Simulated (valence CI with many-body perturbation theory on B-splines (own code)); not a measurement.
**Forbidden lines of Gd13+**

Level of theory: configuration interaction combined with many-body perturbation theory (CI+MBPT): five valence electrons over a frozen Dirac-Fock core [Kr] 4d10, radial functions for each j: 7 s, 7 p, 7 d, 7 f, 4 g, 2 h, with the one-electron correlation potential Σ1, the two-electron term Σ2, the three-electron term Σ3, Breit, model QED; selected CI, second order for the rest, scaled by the run's own slope (own B-spline code, finite nucleus).

No measured levels were compared; by estimate terms of the open shell hold to a few per cent of their energy, and close levels can change places; configurations with another count of f electrons can be misplaced by thousands of cm⁻¹. Among the levels kept, up to 1200 cm⁻¹ of a level comes from second order outside the variational space, and about a tenth of that is noise between levels of different J, which matters for small intervals. The lowest computed level is not the ground level that NIST lists (6H°5/2, for many ions itself from theory).

Lines 1 to 50 of 120 in falling wavelength, among levels below 131370 cm⁻¹, chosen from the decays that carry over 1 % of a level's rate. Wavelengths and rates use the calculated energies, so an error of 2000 cm⁻¹ moves a line at 4753 nm by 95 % and its rate by three times that or more. Weak lines are less certain than strong ones. Lines between different terms over intervals too small for the method are left out, as are lines whose strength nearly cancels. Where a level lies close to another of its J and parity, the split of strength between their lines is uncertain. Intervals below about 2000 cm⁻¹, as at the head of this list, are uncertain by tens of per cent.

Names give the largest LS component (configuration and term), which can be under half, so a name can repeat, a term be missing and a line seem to break the LS rules; names also repeat where a configuration has a term twice. Letters in brackets count levels of one name in rising energy.

| λ vac (nm) | Upper | Lower | Type | A (s⁻¹) | Branch % |
| --- | --- | --- | --- | --- | --- |
| 4925 | 4f4 5s 6I_9/2 | 4f4 5s 6I_7/2 | M1 | 6.90e-01 | 19.7 |
| 4831 | 4f3 5s2 4D°_1/2 | 4f3 5s2 4D°_3/2 | M1 | 4.98e-01 | 13.3 |
| 4753 | 4f3 5s2 4S°_3/2 | 4f3 5s2 4F°_5/2 | M1 | 9.86e-03 | 3.0 |
| 4723 | 4f3 5s2 4F°_7/2 | 4f3 5s2 4F°_5/2 | M1 | 3.33e-01 | 45.2 |
| 4166 | 4f4 5s 6I_11/2 | 4f4 5s 6I_9/2 | M1 | 1.50e+00 | 46.0 |
| 3767 | 4f4 5s 6I_13/2 | 4f4 5s 6I_11/2 | M1 | 1.96e+00 | 56.7 |
| 3552 | 4f4 5s 6I_15/2 | 4f4 5s 6I_13/2 | M1 | 1.85e+00 | 66.3 |
| 3544 | 4f3 5s2 4F°_5/2 | 4f3 5s2 4F°_3/2 | M1 | 8.81e-01 | 100.0 |
| 3435 | 4f4 5s 6I_17/2 | 4f4 5s 6I_15/2 | M1 | 1.16e+00 | 41.9 |
| 3194 | 4f3 5s2 4F°_9/2 | 4f3 5s2 4F°_7/2 | M1 | 5.77e-01 | 6.0 |
| 3108 | 4f3 5s2 4F°_7/2 | 4f3 5s2 2H°_9/2 [a] | M1 | 2.21e-01 | 30.0 |
| 2801 | 4f3 5s2 2I°_13/2 | 4f3 5s2 2I°_11/2 | M1 | 4.47e-01 | 4.1 |
| 2544 | 4f3 5s2 2P°_1/2 | 4f3 5s2 2D°_3/2 [a] | M1 | 5.22e-01 | 4.7 |
| 2267 | 4f3 5s2 4G°_11/2 | 4f3 5s2 4G°_9/2 | M1 | 2.06e+00 | 29.4 |
| 2173 | 4f3 5s2 2K°_15/2 | 4f3 5s2 2K°_13/2 | M1 | 1.11e+00 | 4.3 |
| 2100 | 4f3 5s2 4I°_11/2 | 4f3 5s2 4I°_9/2 | M1 | 4.47e+00 | 100.0 |
| 2091 | 4f3 5s2 4I°_15/2 | 4f3 5s2 4I°_13/2 | M1 | 3.49e+00 | 100.0 |
| 2083 | 4f3 5s2 4G°_7/2 | 4f3 5s2 4G°_5/2 | M1 | 2.76e+00 | 36.6 |
| 2079 | 4f3 5s2 4I°_13/2 | 4f3 5s2 4I°_11/2 | M1 | 5.32e+00 | 100.0 |
| 2030 | 4f3 5s2 4S°_3/2 | 4f3 5s2 4F°_3/2 | M1 | 3.19e-01 | 97.0 |
| 1906 | 4f3 5s2 2G°_9/2 [a] | 4f3 5s2 4G°_7/2 | M1 | 2.40e+00 | 10.7 |
| 1837 | 4f3 5s2 4G°_9/2 | 4f3 5s2 2G°_7/2 [a] | M1 | 3.93e+00 | 32.7 |
| 1802 | 4f3 5s2 4G°_5/2 | 4f3 5s2 4F°_7/2 | M1 | 1.33e-01 | 32.6 |
| 1754 | 4f3 5s2 2D°_5/2 [a] | 4f3 5s2 2D°_3/2 [a] | M1 | 1.05e+00 | 6.0 |
| 1749 | 4f3 5s2 4D°_7/2 | 4f3 5s2 4D°_5/2 | M1 | 3.19e+00 | 72.0 |
| 1693 | 4f3 5s2 2P°_3/2 | 4f3 5s2 2D°_5/2 [a] | M1 | 1.32e+00 | 3.7 |
| 1613 | 4f3 5s2 2G°_7/2 [a] | 4f3 5s2 4F°_7/2 | M1 | 1.09e+00 | 15.5 |
| 1575 | 4f3 5s2 4F°_9/2 | 4f3 5s2 2H°_9/2 [a] | M1 | 3.43e+00 | 35.6 |
| 1471 | 4f3 5s2 4D°_3/2 | 4f3 5s2 2D°_5/2 [a] | M1 | 4.21e-01 | 13.5 |
| 1304 | 4f3 5s2 4G°_5/2 | 4f3 5s2 4F°_5/2 | M1 | 3.70e-02 | 9.1 |
| 1303 | 4f3 5s2 2P°_3/2 | 4f3 5s2 2P°_1/2 | M1 | 2.12e+00 | 5.9 |
| 1237 | 4f3 5s2 2H°_11/2 [a] | 4f3 5s2 2H°_9/2 [a] | M1 | 4.68e+00 | 25.6 |
| 1202 | 4f3 5s2 2G°_7/2 [a] | 4f3 5s2 4F°_5/2 | M1 | 3.14e+00 | 44.5 |
| 1175 | 4f3 5s2 4G°_9/2 | 4f3 5s2 4F°_9/2 | M1 | 1.78e+00 | 14.8 |
| 1167 | 4f3 5s2 4D°_3/2 | 4f3 5s2 2P°_1/2 | M1 | 1.53e+00 | 49.3 |
| 1064 | 4f3 5s2 2G°_9/2 [a] | 4f3 5s2 2G°_7/2 [a] | M1 | 5.43e-01 | 2.4 |
| 1062 | 4f3 5s2 2G°_7/2 [a] | 4f3 5s2 2H°_9/2 [a] | M1 | 1.90e+00 | 26.9 |
| 966.1 | 4f3 5s2 4G°_7/2 | 4f3 5s2 4F°_7/2 | M1 | 2.23e+00 | 29.6 |
| 960.1 | 4f3 5s2 2I°_11/2 | 4f3 5s2 4G°_11/2 | M1 | 8.40e-01 | 8.4 |
| 953.4 | 4f3 5s2 4G°_5/2 | 4f3 5s2 4F°_3/2 | M1 | 1.06e-01 | 26.2 |
| 939.9 | 4f3 5s2 4D°_1/2 | 4f3 5s2 2P°_1/2 | M1 | 1.11e+00 | 29.6 |
| 931.7 | 4f3 5s2 2G°_9/2 [a] | 4f3 5s2 2H°_11/2 [a] | M1 | 3.27e+00 | 14.6 |
| 893.5 | 4f3 5s2 4G°_11/2 | 4f3 5s2 2H°_11/2 [a] | M1 | 3.22e+00 | 46.0 |
| 861.4 | 4f3 5s2 2P°_3/2 | 4f3 5s2 2D°_3/2 [a] | M1 | 1.46e+01 | 40.6 |
| 802.2 | 4f3 5s2 2G°_9/2 [a] | 4f3 5s2 4F°_9/2 | M1 | 1.16e+01 | 51.6 |
| 802.0 | 4f3 5s2 4G°_7/2 | 4f3 5s2 4F°_5/2 | M1 | 2.33e+00 | 30.9 |
| 799.9 | 4f3 5s2 4D°_3/2 | 4f3 5s2 2D°_3/2 [a] | M1 | 5.86e-02 | 1.9 |
| 798.5 | 4f3 5s2 4D°_5/2 | 4f3 5s2 2D°_3/2 [a] | M1 | 3.51e+00 | 39.2 |
| 798.4 | 4f3 5s2 2D°_5/2 [a] | 4f3 5s2 2G°_7/2 [a] | M1 | 6.74e-01 | 3.8 |
| 773.7 | 4f3 5s2 4G°_11/2 | 4f3 5s2 4F°_9/2 | M1 | 1.87e-01 | 2.7 |
